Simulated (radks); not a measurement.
Spherical quantum dot in the effective-mass picture: electrons in a parabolic well V = omega^2 r^2 / 2 with omega = 3.98, with a point charge +1 (a donor) at the centre, all in effective atomic units (hartree* = m*/eps^2 hartree, bohr* = eps/m* bohr), one dielectric constant everywhere. Calculated with a radial shooting solver with Libxc functionals: non-relativistic Kohn-Sham, PBE, spin-polarised, spherical densities. Levels are named by radial order and angular momentum (1s, 1p, 1d, 2s, ...), and open shells are averaged over m.

N = 2, configuration 1s2. This is the lowest configuration that the search found. Occupied and some empty levels:

| level | occupation | eigenvalue (hartree*) | <r> (bohr*) |
|---|---|---|---|
| 1s | 2 | 5.9019 | 0.5261 |
| 1p | 0 | 10.400 | 0.7441 |
| 2s | 0 | 13.908 | 0.8340 |
| 1d | 0 | 14.473 | 0.9028 |

Energy (hartree*): total 8.85844, kinetic 6.8692, external 0.26101, Hartree 3.4353, exchange-correlation -1.7071.
